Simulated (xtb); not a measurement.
F3Te (SMILES F[Te+](F)F), charge +1, singlet, from a rough starting geometry; GFN2-xTB run with xtb.

The xtb input:
```
$ xtb mol.xyz --gfn 2 --chrg 1 --opt vtight --json

# file mol.xyz
4

Te    -0.16305941     0.32690393     0.71285490
F     -1.23582969    -0.94586295    -0.20681793
F      0.02415200     1.38750544    -0.79137295
F      1.38673772    -0.70025459     0.21726832
```

Task: Write the output that xtb gives for this input, abridged.

Result: 
```
   ID    Z sym.   atoms
    1   52 Te     1
    2    9 F      2-4

           -------------------------------------------------
          |                Calculation Setup                |
           -------------------------------------------------

           -------------------------------------------------
          |                 G F N 2 - x T B                 |
           -------------------------------------------------

          ...................................................
          :                      SETUP                      :
          :.................................................:
          :  # basis functions                  22          :
          :  # atomic orbitals                  21          :
          :  # shells                            9          :
          :  # electrons                        26          :
          :  max. iterations                   250          :
          :  Hamiltonian                  GFN2-xTB          :
          :  restarted?                      false          :
          :  GBSA solvation                  false          :
          :  PC potential                    false          :
          :  electronic temp.          300.0000000     K    :
          :  accuracy                    1.0000000          :
          :  -> integral cutoff          0.2500000E+02      :
          :  -> integral neglect         0.1000000E-07      :
          :  -> SCF convergence          0.1000000E-05 Eh   :
          :  -> wf. convergence          0.1000000E-03 e    :
          :  Broyden damping             0.4000000          :
          :  net charge                          1          :
          :  unpaired electrons                  0          :
          ...................................................

 iter      E             dE          RMSdq      gap      omega  full diag
   1    -12.8286481 -0.128286E+02  0.183E+01    2.08       0.0  T
   2    -12.6099006  0.218748E+00  0.244E+01   11.75       1.0  T
   3    -15.0370939 -0.242719E+01  0.143E+01    8.88       1.0  T
   4    -16.6492510 -0.161216E+01  0.549E+00    5.33       1.0  T
   5    -15.7242181  0.925033E+00  0.106E+01    7.53       1.0  T
   6    -16.7369614 -0.101274E+01  0.148E+00    4.99       1.0  T
   7    -16.6281186  0.108843E+00  0.370E+00    3.96       1.0  T
   8    -16.6545111 -0.263924E-01  0.328E+00    4.04       1.0  T
   9    -16.5951941  0.593170E-01  0.414E+00    3.89       1.0  T
  10    -16.7537606 -0.158567E+00  0.393E-01    4.62       1.0  T
  11    -16.7548679 -0.110725E-02  0.240E-01    4.74       1.0  T
  12    -16.7547445  0.123375E-03  0.243E-01    4.75       1.0  T
  13    -16.7551144 -0.369882E-03  0.826E-02    4.72       1.0  T
  14    -16.7551760 -0.615908E-04  0.866E-03    4.71       5.8  T
  15    -16.7551768 -0.813773E-06  0.320E-03    4.70      15.6  T
  16    -16.7551768  0.171504E-07  0.202E-03    4.70      24.7  T
  17    -16.7551768 -0.182993E-07  0.430E-04    4.70     116.3  T
  18    -16.7551768  0.166434E-08  0.457E-04    4.70     109.5  T

   *** convergence criteria satisfied after 18 iterations ***

         :::::::::::::::::::::::::::::::::::::::::::::::::::::
         ::                     SUMMARY                     ::
         :::::::::::::::::::::::::::::::::::::::::::::::::::::
         :: total energy             -16.747174831544 Eh    ::
         :: gradient norm              0.028004532164 Eh/a0 ::
         :: HOMO-LUMO gap              4.703204290547 eV    ::
         ::.................................................::
         :: SCC energy               -16.755176704779 Eh    ::
         :: -> isotropic ES            0.187139386249 Eh    ::
         :: -> anisotropic ES          0.004526277638 Eh    ::
         :: -> anisotropic XC         -0.011268829077 Eh    ::
         :: -> dispersion             -0.001501089022 Eh    ::
         :: repulsion energy           0.008001873234 Eh    ::
         :: add. restraining           0.000000000000 Eh    ::
         :: total charge               1.000000000000 e     ::
         :::::::::::::::::::::::::::::::::::::::::::::::::::::

      -----------------------------------------------------------
     |                   =====================                   |
     |                        A N C O P T                        |
     |                   =====================                   |
     |               Approximate Normal Coordinate               |
     |                Rational Function Optimizer                |
      -----------------------------------------------------------
      -----------------------------------------------------------
     |                   =====================                   |
     |                        A N C O P T                        |
     |                   =====================                   |
     |               Approximate Normal Coordinate               |
     |                Rational Function Optimizer                |
      -----------------------------------------------------------

          ...................................................
          :                      SETUP                      :
          :.................................................:
          :   optimization level         verytight          :
          :   max. optcycles                   200          :
          :   ANC micro-cycles                  20          :
          :   degrees of freedom                 6          :
          :.................................................:
          :   RF solver                   davidson          :
          :   write xtbopt.log                true          :
          :   linear?                        false          :
          :   energy convergence         0.1000000E-06 Eh   :
          :   grad. convergence          0.2000000E-03 Eh/α :
          :   maxmium RF displ.          1.0000000          :
[...]
 * total energy  :   -16.7471748 Eh     change       -0.1684729E-08 Eh
 * total energy  :   -16.7482737 Eh     change       -0.1098903E-02 Eh
 * total energy  :   -16.7485320 Eh     change       -0.2582415E-03 Eh
 * total energy  :   -16.7485446 Eh     change       -0.1258599E-04 Eh
 * total energy  :   -16.7485457 Eh     change       -0.1123300E-05 Eh
 * total energy  :   -16.7485457 Eh     change       -0.3856774E-07 Eh
   *** GEOMETRY OPTIMIZATION CONVERGED AFTER 6 ITERATIONS ***
[...]
          :  electronic temp.          300.0000000     K    :
          :  accuracy                    1.0000000          :
          :  -> integral cutoff          0.2500000E+02      :
          :  -> integral neglect         0.1000000E-07      :
          :  -> SCF convergence          0.1000000E-05 Eh   :
          :  -> wf. convergence          0.1000000E-03 e    :
          :  Broyden damping             0.4000000          :
          :  net charge                          1          :
          :  unpaired electrons                  0          :
          ...................................................

 iter      E             dE          RMSdq      gap      omega  full diag
   1    -16.7579882 -0.167580E+02  0.278E-06    5.13       0.0  T
   2    -16.7579882  0.284217E-13  0.173E-06    5.13   28850.3  T
   3    -16.7579882  0.426326E-13  0.279E-06    5.13   17903.1  T

   *** convergence criteria satisfied after 3 iterations ***

         :::::::::::::::::::::::::::::::::::::::::::::::::::::
         ::                     SUMMARY                     ::
         :::::::::::::::::::::::::::::::::::::::::::::::::::::
         :: total energy             -16.748545725933 Eh    ::
         :: gradient norm              0.000085022218 Eh/a0 ::
         :: HOMO-LUMO gap              5.133515937289 eV    ::
         ::.................................................::
         :: SCC energy               -16.757988113286 Eh    ::
         :: -> isotropic ES            0.187497043047 Eh    ::
         :: -> anisotropic ES          0.005216743367 Eh    ::
         :: -> anisotropic XC         -0.011450596037 Eh    ::
         :: -> dispersion             -0.001502250308 Eh    ::
         :: repulsion energy           0.009442387353 Eh    ::
         :: add. restraining           0.000000000000 Eh    ::
         :: total charge               1.000000000000 e     ::
         :::::::::::::::::::::::::::::::::::::::::::::::::::::

           -------------------------------------------------
          |                Property Printout                |
           -------------------------------------------------

    * Orbital Energies and Occupations

         #    Occupation            Energy/Eh            Energy/eV
      -------------------------------------------------------------
         1        2.0000           -1.2771229             -34.7523
         2        2.0000           -1.1827286             -32.1837
         3        2.0000           -1.1827100             -32.1832
         4        2.0000           -1.1058979             -30.0930
         5        2.0000           -0.9173320             -24.9619
         6        2.0000           -0.9173292             -24.9618
         7        2.0000           -0.9089856             -24.7348
         8        2.0000           -0.8653801             -23.5482
         9        2.0000           -0.8653742             -23.5480
        10        2.0000           -0.8518410             -23.1798
        11        2.0000           -0.8516632             -23.1749
        12        2.0000           -0.8516560             -23.1747
        13        2.0000           -0.8466228             -23.0378 (HOMO)
        14                         -0.6579696             -17.9043 (LUMO)
        15                         -0.6579494             -17.9037
        16                         -0.4651680             -12.6579
        17                         -0.3589009              -9.7662
        18                         -0.3588749              -9.7655
        19                         -0.3569731              -9.7137
        20                          0.2937471               7.9933
        21                          0.2938155               7.9951
      -------------------------------------------------------------
                  HL-Gap            0.1886532 Eh            5.1335 eV
             Fermi-level           -0.7522962 Eh          -20.4710 eV

     #   Z          covCN         q      C6AA      α(0)
     1  52 Te       2.180     0.567   379.004    35.981
     2   9 F        0.727     0.144     8.229     3.388
     3   9 F        0.727     0.144     8.229     3.388
     4   9 F        0.727     0.144     8.229     3.388

 Mol. C6AA /au·bohr⁶  :        762.172518
 Mol. C8AA /au·bohr⁸  :      52621.605919
 Mol. α(0) /au        :         46.144127

Wiberg/Mayer (AO) data.
largest (>0.10) Wiberg bond orders for each atom

 ---------------------------------------------------------------------------
     #   Z sym  total        # sym  WBO       # sym  WBO       # sym  WBO
 ---------------------------------------------------------------------------
     1  52 Te   4.497 --     4 F    1.499     2 F    1.499     3 F    1.499
     2   9 F    1.680 --     1 Te   1.499
     3   9 F    1.680 --     1 Te   1.499
     4   9 F    1.680 --     1 Te   1.499
 ---------------------------------------------------------------------------

Topologies differ in total number of bonds
Writing topology from bond orders to xtbtopo.mol

molecular dipole:
                 x           y           z       tot (Debye)
 q only:       -0.111       0.246       0.548
   full:       -0.300       0.592       1.488       4.142
molecular quadrupole (traceless):
                xx          xy          yy          xz          yz          zz
 q only:        0.227       0.042       0.193       0.135      -0.213      -0.421
  q+dip:       -1.286      -0.286      -0.869      -0.723       1.419       2.155
   full:       -1.009      -0.228      -0.669      -0.565       1.130       1.677

optimized geometry written to: xtbopt.xyz

           -------------------------------------------------
          | TOTAL ENERGY              -16.748545725933 Eh   |
          | GRADIENT NORM               0.000085022218 Eh/α |
          | HOMO-LUMO GAP               5.133515937289 eV   |
           -------------------------------------------------

normal termination of xtb
```
